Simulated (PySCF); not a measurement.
Question: Write Cartesian coordinates for `CC#C[SiH2]N[Si@@H](N)C(F)(F)F` as optimised with GFN2-xTB.

Answer: 
```
atom  x, y, z in Å
C1     4.6125    0.8747   -0.8299
C2     3.3724    0.3273   -0.3275
C3     2.3359   -0.1227    0.0923
Si4    0.7720   -0.8557    0.7426
N5    -0.4756    0.2507    0.2006
Si6   -2.1243    0.3079    0.6512
N7    -2.9541    1.3734   -0.4036
C8    -2.9528   -1.4027    0.2506
F9    -4.2993   -1.3906    0.3968
F10   -2.5103   -2.3870    1.0649
F11   -2.7279   -1.8395   -1.0048
H12    5.2158    0.0825   -1.2725
H13    4.4080    1.6300   -1.5883
H14    5.1733    1.3335   -0.0158
H15    0.7400   -0.8455    2.2076
H16    0.5753   -2.1966    0.1846
H17   -0.2242    0.8181   -0.5930
H18   -2.2759    0.4507    2.1006
H19   -3.9433    1.2497   -0.5477
H20   -2.7227    2.3525   -0.3966
```

Any rigid rotation of these coordinates is as good. Atoms count from 1 in this order. Si4 (SiH2 silicon) is distorted tetrahedral (angles from 104.1° to 112.6°). The C–C distances run from 1.205 Å (C2≡C3, drawn triple) to 1.446 Å (C1–C2, drawn single), a spread of 0.241 Å. Si6 (SiH silicon) is distorted tetrahedral (angles from 102.4° to 119.9°). Of the pairs four or more bonds apart, Si4···F10 is among the closest relative to their van der Waals radii: 3.64 Å, 102 % of the sum of Bondi's values.

Bonds between heavy atoms (Å): C1–C2 1.446, C2≡C3 1.205, C3–Si4 1.845, Si4–N5 1.753, N5–Si6 1.710, Si6–N7 1.714, Si6–C8 1.942, C8–F9 1.355, C8–F10 1.352, C8–F11 1.348.

Structure optimised with GFN2-xTB, isolated species.

Point group: C1 (no symmetry element, even within 0.4 Å). Not checked by GFN2-xTB frequencies. One conformer, not necessarily the lowest (C3–Si4–N5–Si6 -170°, Si4–N5–Si6–N7 -169°, N5–Si6–N7–H 155° and -65°).

These are computed values.
